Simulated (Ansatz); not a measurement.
Input for Ansatz (a quantum-chemistry and plane-wave program): R-SVWN5/def2-TZVPP on Cl2Ge (SMILES [Cl][Ge][Cl]), 2S+1 = 1, a spin state set in the input, which need not be the lowest, at the other state's geometry.

Ansatz 0.2 input:
```yaml
crystal:
  periodic: [false, false, false]
  atoms:
    - {symbol: Cl, position_ang: [-1.87787852, -0.54070623, 0.00000000]}
    - {symbol: Ge, position_ang: [-0.00038082, 0.57317448, 0.00000000]}
    - {symbol: Cl, position_ang: [1.87859534, -0.53821044, 0.00000000]}
basis:
  gaussian:
    orbitals: def2-TZVPP
hamiltonian:
  xc: {name: SVWN5}
```

Program output:

```
WARN ansatz: RAYON_NUM_THREADS=6 ignored (pool sized by the plan → 6); use --threads N
Functional definition: SVWN5
integrals: 0.06 GiB planned
946 factors; their error is unknown
mean field: 0.40 GiB planned
mean field evaluation 1: about -81399.1969 eV, gradient 3.1e1 eV
mean field evaluation 2: about -81394.1173 eV, gradient 5.9e1 eV
mean field evaluation 4: about -81400.5348 eV, gradient 2.1e0 eV
mean field evaluation 8: about -81400.5226 eV, gradient 3.4e-2 eV
mean field -81400.52265180 eV, -2991.4140321977 hartree, gradient 2.2e-5 eV, S^2 0.000000; 0 other end points of the search recorded, 0 dependent functions left out
reference -81400.52268102 eV, -2991.4140332714 hartree; 33, 33 occupied and 99, 99 virtual orbitals, 946 factors
Total energy: -81400.52268102 eV, -2991.4140332714 hartree
```

The run converged.

Cost: around 2.6 core-seconds (rough).
